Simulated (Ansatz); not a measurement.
Coupled-cluster run, CH3Cl3MoO2, SMILES `C[O][Mo](=[O])([Cl])([Cl])[Cl]`.

```yaml
crystal:
  periodic: [false, false, false]
  atoms:
    - {symbol: C, position_ang: [0.532196, -1.590483, 0.370886]}
    - {symbol: O, position_ang: [-0.415883, -0.722812, -0.174033]}
    - {symbol: Mo, position_ang: [-0.583851, 1.092656, -0.374962]}
    - {symbol: O, position_ang: [-2.037143, 1.201045, -1.135316]}
    - {symbol: Cl, position_ang: [-0.012960, 3.304348, -0.217939]}
    - {symbol: Cl, position_ang: [-0.855230, 1.167374, 1.906959]}
    - {symbol: Cl, position_ang: [1.121818, 0.927993, -1.907909]}
    - {symbol: H, position_ang: [1.486426, -1.458908, -0.152689]}
    - {symbol: H, position_ang: [0.669164, -1.356771, 1.433213]}
    - {symbol: H, position_ang: [0.178663, -2.615542, 0.254690]}
basis:
  gaussian: {orbitals: def2-SVP}
correlation: {method: ccsd_t}
```

```sh
$ ansatz run in.yaml --threads 2 --pin off --events-out ev --progress --plain --max-ram 31744MiB --backend cuda --devices 0, --max-vram 18GiB
```

Log, shortened:

```
Functional definition: HF
1370 factors; integrals over basis functions are off by at most 1.4e-3 eV
mean field evaluation 1: about -44474.3397 eV, gradient 7.4e1 eV
mean field evaluation 2: about -44474.6285 eV, gradient 7.4e1 eV
mean field evaluation 4: about -44486.2910 eV, gradient 8.3e0 eV
mean field evaluation 8: about -44486.5040 eV, gradient 1.2e0 eV
mean field evaluation 16: about -44486.5137 eV, gradient 8.5e-6 eV
mean field -44486.51369119 eV, -1634.8492241092 hartree, gradient 8.5e-6 eV, S^2 0.000000; 0 other end points of the search recorded, 0 dependent functions left out
18 core orbitals not correlated: weight in the atoms' cores, before any rotation towards them, 1.000 or more for the frozen orbitals, at most 0.000 for the correlated occupied ones
reference -44486.51369119 eV, -1634.8492241092 hartree; 27, 27 occupied and 97, 97 virtual orbitals, 1370 factors
second order -38.17239560 eV of doubles, -0.00000000 eV of singles
cycle   1  -34.33626861 eV  change     3.8e0 eV  update   3.7e-1
cycle   2  -36.60978036 eV  change    -2.3e0 eV  update   2.9e-1
cycle   3  -37.03786495 eV  change   -4.3e-1 eV  update   5.2e-2
cycle   4  -37.07534196 eV  change   -3.7e-2 eV  update   2.7e-2
cycle   5  -37.04866084 eV  change    2.7e-2 eV  update   1.2e-2
cycle   6  -37.05480820 eV  change   -6.1e-3 eV  update   5.7e-3
cycle   7  -37.05077818 eV  change    4.0e-3 eV  update   3.4e-3
cycle   8  -37.04912906 eV  change    1.6e-3 eV  update   1.9e-3
cycle   9  -37.04983954 eV  change   -7.1e-4 eV  update   9.2e-4
cycle  10  -37.05133059 eV  change   -1.5e-3 eV  update   5.6e-4
cycle  11  -37.05085853 eV  change    4.7e-4 eV  update   2.2e-4
cycle  12  -37.05037373 eV  change    4.8e-4 eV  update   1.4e-4
cycle  13  -37.05069353 eV  change   -3.2e-4 eV  update   6.2e-5
cycle  14  -37.05055117 eV  change    1.4e-4 eV  update   3.7e-5
cycle  15  -37.05054218 eV  change    9.0e-6 eV  update   2.7e-5
perturbative correction -1.86216636 eV, -0.0684333514 hartree
Total energy: -44525.42639973 eV, -1636.2792397720 hartree
```

It took 1.8 s on 2 threads of an AMD EPYC 7R13 on a shared host and a share of an NVIDIA H100 80 GB, with 0.86 GiB of host memory at the peak.

Correlation energy per correlated electron: -0.721 eV. T1 diagnostic: 0.0236.
